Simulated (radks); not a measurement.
Valence configurations of Mg (all share [Ne]). Calculated with a radial shooting solver on a logarithmic mesh with Libxc functionals: non-relativistic Kohn-Sham, BLYP, spin-polarised, spherical densities, point nucleus; open shells are filled with parallel spins first. Energies are relative to 3s2; eigenvalues in eV for spin up.

[
 {"valence": "3s2", "E (eV)": "0.000", "moment (Bohr magnetons)": "0", "e(3p)": "-", "e(3s)": "-4.565"},
 {"valence": "3s1.5 3p0.5", "E (eV)": "1.586", "moment (Bohr magnetons)": "1", "e(3p)": "-1.754", "e(3s)": "-5.329"},
 {"valence": "3s1 3p1", "E (eV)": "2.942", "moment (Bohr magnetons)": "2", "e(3p)": "-2.186", "e(3s)": "-5.938"},
 {"valence": "3p2", "E (eV)": "6.766", "moment (Bohr magnetons)": "2", "e(3p)": "-2.773", "e(3s)": "-"}
]

NIST lists [Ne] 3s2 as the ground configuration; this level of theory agrees among the configurations tried. The energies are those of spherical high-spin densities, not of single terms.
